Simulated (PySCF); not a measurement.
**How methods differ on the ionisation energy of F⁺**

F⁺ [He] 2s2 2p4 (3P) → F²⁺ [He] 2s2 2p3 (4S), as a difference of total energies. Calculation: PySCF 2.14, in Sapporo-DZP-2012 (4s3p1d, 18 functions); the spin-free X2C one-electron Hamiltonian (Gaussian nucleus). Correlated levels: valence: 1s2 frozen. The calculations carry no spin-orbit coupling.

```tsv
method	ionisation energy (eV)
UHF	33.371
TPSS	35.466
SCS-MP2 (valence)	34.257
CCSD (valence)	34.253
CCSD(T) (valence)	34.265
```

Task: Estimate what MP2 (valence) gives.

Result: 34.262 eV, closest to CCSD(T) (valence) among the rows shown.

Task: Estimate what LDA gives.

Result: 35.306 eV, closest to TPSS among the rows shown.

Errors of the correlated levels include the incompleteness of this basis and the frozen core.

For comparison: 34.950 eV (measured; NIST levels, between the centres of gravity of the two terms).
